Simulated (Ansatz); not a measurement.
Mulliken charges of CH$_{4}$Cl$_{3}$NSi, SMILES `CN[Si](Cl)(Cl)Cl` from ωB97M-V/def2-TZVPP in Ansatz (PBE0-D4/def2-TZVP geometry).

```csv
atom,x (Å),y (Å),z (Å),charge (e)
C1,0.363,-1.200,0.756,-0.235
N2,0.650,-0.077,-0.116,-0.269
Si3,-0.464,1.085,-0.596,0.565
Cl4,-2.031,0.346,-1.680,-0.184
Cl5,0.524,2.443,-1.739,-0.170
Cl6,-1.296,1.986,1.030,-0.176
H7,1.223,-1.420,1.392,0.124
H8,0.093,-2.105,0.202,0.129
H9,-0.471,-0.949,1.415,0.108
H10,1.493,-0.162,-0.660,0.108
```

Q: By hand: the dipole of these point charges (1 e Å = 4.8032 D).

A: Σ q r = (0.264, -0.480, 0.220) e Å, of length 0.590 e Å = 2.83 D.

Q: How does the dipole of the full density compare? (An estimate is asked.)

A: Computed: (0.330, -0.400, 0.113) e Å, 2.55 D; the point charges give 1.11 times that, at 14° from its direction.

Point charges leave out the atoms' own dipoles, such as those of lone pairs, and Mulliken's split depends on the basis, so the close match here is no proof of good charges.
